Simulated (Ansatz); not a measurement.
`C=C[SiH](O)Cl` → `O/C([SiH3])=C\Cl`  (isomerisation)

Program: Ansatz. Geometries: PBE0-D4/def2-TZVP. ΔE: electronic, gas phase. CCSD(T)/CBS adds triple-zeta CCSD(T) − MP2 to the extrapolated MP2 energy (def2 sets, frozen cores). Functionals use def2-TZVPP. One conformer a species, not always the lowest.

`C=C[SiH](O)Cl`:

```xyz
10

C     1.256    0.936   -0.572
C     0.852    0.180    0.446
Si   -0.884   -0.437    0.586
O    -1.731   -0.199   -0.792
Cl   -0.781   -2.447    1.040
H     2.276    1.302   -0.654
H     0.577    1.227   -1.369
H     1.569   -0.080    1.222
H    -1.659    0.217    1.659
H    -1.475   -0.700   -1.568
```

`O/C([SiH3])=C\Cl`:

```xyz
10

O     1.545    0.558    0.470
C     0.276    0.289    0.097
Si   -0.129   -1.527   -0.142
C    -0.654    1.225   -0.098
Cl   -0.287    2.901    0.121
H     1.641    1.518    0.563
H    -1.555   -1.610   -0.545
H     0.092   -2.264    1.127
H     0.740   -2.103   -1.198
H    -1.669    1.013   -0.395
```

```json
{"level": "ωB97M-V", "ΔE (eV)": "3.25"}
{"level": "PBE", "ΔE (eV)": "2.91"}
{"level": "PBE0", "ΔE (eV)": "3.08"}
{"level": "CCSD/def2-TZVPP", "ΔE (eV)": "3.31"}
{"level": "CCSD(T)/def2-TZVPP", "ΔE (eV)": "3.25"}
{"level": "SCS-MP2/def2-QZVPP", "ΔE (eV)": "3.35"}
{"level": "HF/CBS(def2)", "ΔE (eV)": "3.51"}
{"level": "CCSD/CBS(def2)", "ΔE (eV)": "3.37"}
```

Task: What does CCSD(T)/CBS give? (Best estimate.)

Result: Computed: +3.30 eV. The listed levels differ from it by -0.05, -0.39, -0.22, 0.01, -0.05, 0.05, 0.21, 0.07 eV.

Largest T1 diagnostic among the species: 0.013.

From PBE to PBE0 (25 % exact exchange), in def2-TZVPP and without D4, ΔE moves by +0.17 eV. In def2-TZVPP, CCSD(T) changes the Hartree–Fock value by −0.25 eV (the triples alone add −0.06 eV) and MP2 by −0.16 eV.
